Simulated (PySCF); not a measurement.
# KLi: everyday levels beside a composite calculation

PySCF; the state is a singlet (closed shell). The composite is CCSD(T) extrapolated to the basis-set limit from two correlation-consistent sets, with core-valence (CV) and scalar-relativistic (SR) terms as its label shows; it has no spin–orbit coupling and nothing beyond (T). Here it is CCSD(T)/CBS(DT)+CV. It gives Re = 3.311 Å, ωe = 211 cm⁻¹ and De = 0.77 eV to K + Li.

```
      level        basis     relativity  Re (Å)  ωe (cm⁻¹)  De (eV)
RHF-SCS-MP2        3-21G  no relativity   3.511        187     0.44
   RHF-CCSD    def2-SVPD  no relativity   3.442        201     0.68
        PBE    def2-SVPD  no relativity   3.416        198     0.71
     PBEsol   x2c-SVPall  spin-free X2C   3.413        199     0.72
     r²SCAN    def2-SVPD  no relativity   3.476        198     0.58
       PBE0   x2c-SVPall  spin-free X2C   3.423        203     0.65
       PBE0  x2c-TZVPall  spin-free X2C   3.388        206     0.64
    r²SCAN0   x2c-SVPall  spin-free X2C   3.449        203     0.58
      B97-3        3-21G  no relativity   3.404        197     0.85
     M06-2X    def2-SVPD  no relativity   3.322        203     0.84
```

Question: Give the difference of each row from the composite.

Answer: 

```tsv
level	basis	ΔRe (pm)	Δωe (%)	ΔDe (eV)
RHF-SCS-MP2	3-21G	+20.0	-11.4	-0.33
RHF-CCSD	def2-SVPD	+13.1	-4.7	-0.09
PBE	def2-SVPD	+10.5	-6.2	-0.06
PBEsol	x2c-SVPall	+10.2	-5.7	-0.05
r²SCAN	def2-SVPD	+16.5	-6.2	-0.19
PBE0	x2c-SVPall	+11.2	-3.8	-0.12
PBE0	x2c-TZVPall	+7.7	-2.4	-0.13
r²SCAN0	x2c-SVPall	+13.8	-3.8	-0.19
B97-3	3-21G	+9.3	-6.6	+0.08
M06-2X	def2-SVPD	+1.1	-3.8	+0.07
```

Question: Which rows come closest in De?

Answer: PBE in def2-SVPD (-0.06 eV); PBEsol in x2c-SVPall (-0.05 eV), counted from the composite.

Correlated steps freeze the inner cores (5 to 6 orbitals); shallow outer-core shells are correlated. Closed-shell solutions of metal pairs were not tested for spin polarisation, which can lower them a little. Correlated levels converge slowly with the basis: in double zeta they bind strong bonds too weakly, by up to about 1 eV, and carry superposition errors of some tenths. Where the molecule has an RHF reference, its open-shell atoms are computed with UHF. 3-21G is very small, so such numbers show the basis as much as the molecule.
